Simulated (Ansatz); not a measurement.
`[CH3][Cd][F]` + CH₃OH → `C[O][Cd][F]` + CH₄  (ligand exchange at a Cd–C bond)

Calculated with Ansatz (gas phase, PBE0-D4/def2-TZVP geometries, no zero-point term in ΔE). CCSD(T)/CBS adds triple-zeta CCSD(T) − MP2 to the extrapolated MP2 energy (def2 sets, frozen cores). This one scheme is used for every species. Functionals use def2-TZVPP. HSE06 is defined as in plane-wave codes. Elements past krypton have def2 core potentials. For Cd outer-core shells are correlated without core-valence functions, which leaves a few kJ/mol of doubt a bond. One conformer a species, not always the lowest.

```tsv
level	ΔE (kJ/mol)	difference from CCSD(T)/CBS
r2SCANh-D4	-0.9	-2.8
HSE06-D4	5.7	3.8
ωB97X-V	-2.7	-4.6
PBE-QIDH	6.2	4.3
BLYP	-6.0	-7.9
r2SCAN0	3.1	1.2
HSE06	6.6	4.7
BHLYP	-0.4	-2.3
CAM-B3LYP	-1.4	-3.3
CCSD(T)/def2-SVP	-10.7	-12.6
HF/def2-TZVPP	-9.4	-11.3
SCS-MP2/def2-TZVPP	3.7	1.8
CCSD/def2-TZVPP	3.1	1.2
MP2/def2-QZVPP	8.6	6.7
MP2/CBS(def2)	9.1	7.2
CCSD/CBS(def2)	1.6	-0.3
CCSD(T)/CBS	1.9	0
```

Largest T1 diagnostic among the species: 0.018.

Leaving LDA and LC-ωPBE aside and taking each functional with its dispersion term where it has one, the values, not all of them listed here, spread over 17.5 kJ/mol, from B97M-V to PBE-QIDH. LDA lies +9.8 kJ/mol from PBE without D4. From PBE to PBE0 (25 % exact exchange), in def2-TZVPP and without D4, ΔE moves by +4.4 kJ/mol.
